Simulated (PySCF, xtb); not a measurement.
OPb, SMILES [O]=[Pb] (connectivity only; charge and spin as stated), neutral, multiplicity 1.

GFN2-xTB in xtb at its own geometry gives an orbital gap of 3.12 eV and a dipole moment of 6.92 D.

Coordinates come from a PBE0-D3(BJ)/def2-TZVP optimisation. The def2 effective core potentials stand for the cores of Pb; spin–orbit coupling is left out.

Question: What does CAM-B3LYP/def2-TZVPD (PySCF) give? (An estimate is asked for; the answer gives what the named calculation found.)

Answer: gap 7.27 eV (levels -8.70 and -1.44 eV), dipole 5.02 D.
